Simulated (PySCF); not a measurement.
## O²⁺ (oxygen, charge +2): BP86 calculation

Configuration: [He] 2s2 2p2, high-spin 3P determinant. Calculation: PySCF 2.14, in cc-pVTZ; no relativity, point nucleus.

| Item | Value |
| --- | --- |
| Total energy | -73.2649 hartree |
| One-electron energy | -92.6299 hartree |
| Hartree (Coulomb) energy | 26.8534 hartree |
| Exchange-correlation energy | -7.4884 hartree |
| Kinetic energy | 72.94214 hartree |
| ⟨S²⟩ | 2.0014 |
| ⟨L²⟩ | 2.003 |
| Sum of ⟨r⟩ | 4.441 bohr |
| Sum of ⟨r²⟩ | 5.089 bohr² |
| Traceless quadrupole moment −½Σ⟨3z² − r²⟩ along its main axis | 0.460 e·bohr² |
| Density at the nucleus (Gaussians lack the cusp) | 302 bohr⁻³ |
| Spin density at the nucleus | -0.0544 bohr⁻³ |
| Langevin diamagnetic susceptibility | -4.03 ×10⁻⁶ cm³/mol |
| Time after the integrals | 0.09 s of wall time on 1 thread of Intel(R) Xeon(R) Platinum 8375C CPU @ 2.90GHz (shared host) |

| shell | electrons | mean orbital energy (eV) | rms radius, mean of both spins (bohr) |
| --- | --- | --- | --- |
| 1s α | 1 | -557.96 | 0.232 |
| 1s β | 1 | -556.32 | 0.232 |
| 2s α | 1 | -59.808 | 1.13 |
| 2s β | 1 | -55.591 | 1.13 |
| 2p α | 2 | -45.068 | 1.10 |
